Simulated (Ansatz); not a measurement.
Several settings on one geometry of Cu(NH3)H (CuNH4) (that of the charge 0 singlet, r2SCAN-D4/def2-TZVP). Ansatz on 4 threads of Intel Xeon Platinum 8259CL on a shared host; times are rough.

```xyz
6

Cu   -0.007    0.004   -1.249
N     0.004   -0.002    0.716
H    -0.408    0.849    1.092
H     0.951   -0.070    1.081
H    -0.525   -0.788    1.087
H    -0.015    0.008   -2.728
```

Totals from different functionals, basis sets or treatments of relativity can't be compared as stabilities.

The 6-31G sets use Cartesian d functions.

Scalar relativity in a set contracted without it gives distorted totals.

The spins typed aren't always the lowest for that charge.

(1) Give the basis size and estimate the energy, ⟨S²⟩ and time of these runs.

| run | method | charge | state | further keys |
| --- | --- | --- | --- | --- |
| 1 | RKS B97M-V/def2-SVPD | 0 | singlet | fitting: {mean_field: def2-universal-jkfit}; pseudopotentials: {relativity: scalar}; scf: {omitted_lower_state_checks: [starts]}; forces asked |
| 2 | RKS ωB97/def2-mTZVPP | 0 | singlet | – |
| 3 | UKS ωB97X-V/6-31G* | 1 | doublet | forces asked |

## Answers

(1) 
```csv
run,functions,energy (Eh),⟨S²⟩,wall time
1,86,-1708.5660,–,2.1 s
2,77,-1697.8382,–,1.4 s
3,59,-1696.9058,0.75,9 s
```
